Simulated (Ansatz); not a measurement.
`[F][AlH][SeH]` + PH₃ → `P[SeH]` + `[F][AlH2]` at 700 K and 1 bar (ligand exchange at the Se–Al bond).

Calculated with Ansatz (gas phase, PBE0-D4/def2-TZVP geometries, no zero-point term in ΔE). CCSD(T)/CBS is the MP2 limit (def2-TZVPP, def2-QZVPP) plus CCSD(T) − MP2 in def2-TZVPP, frozen cores. This one scheme is used for every species. For Se outer-core shells are correlated without core-valence functions, which leaves a few kJ/mol of doubt a bond. Scalar relativity is left out up to krypton. One conformer a species, not always the lowest.

```tsv
species	CCSD(T)/CBS energy (Eh)	H − E (kJ/mol)	S (J/(mol·K))
`[F][AlH][SeH]`	-2743.83001	94.9	375.3
PH₃	-342.72256	91.5	248.3
`P[SeH]`	-2743.44381	108.6	338.4
`[F][AlH2]`	-343.06661	74.9	289.9
```

H − E and S are ideal-gas, rigid-rotor, harmonic terms from PBE0-D4/def2-TZVP, for one conformer and one mirror image of each species. 1 Eh = 2625.50 kJ/mol, R = 8.31446 J/(mol·K).

Question: By hand: ΔE, ΔH, ΔS and ΔG.

Answer: ΔE = (-2743.44381) + (-343.06661) − (-2743.83001) − (-342.72256) = 0.04215 Eh = 110.7 kJ/mol. Δ(H − E) = 108.6 + 74.9 − 94.9 − 91.5 = -2.9, so ΔH = 107.8 kJ/mol. ΔS = 338.4 + 289.9 − 375.3 − 248.3 = 4.7 J/(mol·K). ΔG = 107.8 − 700 × (4.7)/1000 = 104.5 kJ/mol.

Question: By hand: the equilibrium constant, and the temperature at which ΔG would vanish if ΔH and ΔS stayed fixed.

Answer: log₁₀ K = −ΔG/(RT ln 10) = -7.8. ΔG = 0 at ΔH/ΔS = 22936 K, far beyond where these terms or the molecules hold.

The number of gas molecules stays the same, so ΔS is small and ΔH decides. A doubt of 5 kJ/mol in ΔE shifts log₁₀ K by 0.4 here. Other conformers and mirror images would add mixing entropy, several J/(mol·K) or more a flexible species. These are equilibria of isolated gas molecules and say nothing of rates. Largest T1 diagnostic: 0.013 (customary marks: 0.02 for closed shells, 0.045 for open ones).
